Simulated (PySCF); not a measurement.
Computed shifts of a molecule CH7F2NSi2, PBE/pcSseg-1 run with PySCF, GIAO, gas phase, equivalent atoms averaged, in ppm (number of nuclei): ²⁹Si: -31.9 (1), -36.3 (1). ¹⁹F: -162.8 (1), -164.6 (1). ¹⁵N: 53.2 (1). ¹³C: 2.8 (1). ¹H: 5.24 (1), 5.03 (1), 4.94 (1), 1.20 (1), 0.61 (3). References: ²⁹Si against TMS (σ = 335.4 ppm); ¹⁹F against CFCl3 (σ = 133.6 ppm); ¹⁵N against NH3 (σ = 267.0 ppm); ¹³C against TMS (σ = 182.0 ppm); ¹H against TMS (σ = 31.49 ppm), references at their B3LYP-D3(BJ)/def2-TZVP geometries, non-relativistic. Coordinates come from a B3LYP-D3(BJ)/def2-SVP optimisation. The values are those of a single conformer.

### Question
Identify the compound among the candidates.
A) N[SiH2]C(F)(F)[SiH3]
B) FC[SiH2]N[SiH2]F
C) CN[SiH2][SiH](F)F
D) C[SiH2]N[SiH](F)F

### Answer
D, C[SiH2]N[SiH](F)F
